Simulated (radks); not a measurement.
Q: Coulomb parameter of the 4f shell of the europium ion Eu2+ in the model configuration [Xe] 4f6 6p1, as a second difference U = [E(n + 0.5) + E(n - 0.5) - 2 E(n)] / (0.5)^2 with all orbitals relaxed. "Bare": the charge of the atom changes with n. "Screened": the 6p shell takes up the change at fixed total charge, which measures U(4f,4f) + U(6p,6p) - 2 U(4f,6p). Calculated with a radial shooting solver on a logarithmic mesh with Libxc functionals: scalar-relativistic Kohn-Sham, SCAN, spin-unpolarised, spherical densities, finite nucleus; meta-GGA in the generalised Kohn-Sham scheme; Fermi nuclear charge, rms radius 5.1115 fm. Estimate both.

A: U(bare) = 17.219 eV, U(screened by 6p) = 8.317 eV, against the Slater integral F0(4f,4f) = 28.787 eV with frozen orbitals.
